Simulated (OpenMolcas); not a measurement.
A run on Ti2+ with its 6 nearest oxide ions at 2.338 Å, on the Mg site of MgO (a = 4.2112 Å, distance in the model lattice 2.106 Å). The rest of the host is ab initio model potentials to 7.6 Å, with orthogonalisation functions on the cations behind the ligands, and point charges beyond; the distance is set by hand and nothing relaxes. Ligand basis ANO-RCC-VDZP.
```
Ti    0.0000    0.0000    0.0000
O     2.3380    0.0000    0.0000
O     0.0000    2.3380    0.0000
O    -2.3380    0.0000    0.0000
O     0.0000   -2.3380    0.0000
O     0.0000    0.0000    2.3380
O     0.0000    0.0000   -2.3380
```

```yaml
Program: OpenMolcas 26.06
Method: "SS-CASPT2, IPEA 0.25 Eh, imaginary shift 0.1 Eh (closed shells correlated: 3s 3p and the ligand valence shells)"
Basis: ANO-RCC-VDZP [5s4p2d1f]
Scalar_Hamiltonian: DKH2, point nucleus
Active_space: 2 electrons in 5 orbitals (3d)
State_averaging: 2S+1 = 3 even, 10 roots; 2S+1 = 1 even, 15 roots
Spin-orbit_coupling: state interaction with AMFI integrals over the reference wave functions
```

142 basis functions. Blocks (2S+1, parity, CSFs, roots kept): 3, even, 10, 10; 1, even, 15, 15.

Task: How long do the CASPT2 steps take on 1 thread of Arm Neoverse V2 (shared host)?

Result: About 64 s of wall time, without the integral step.
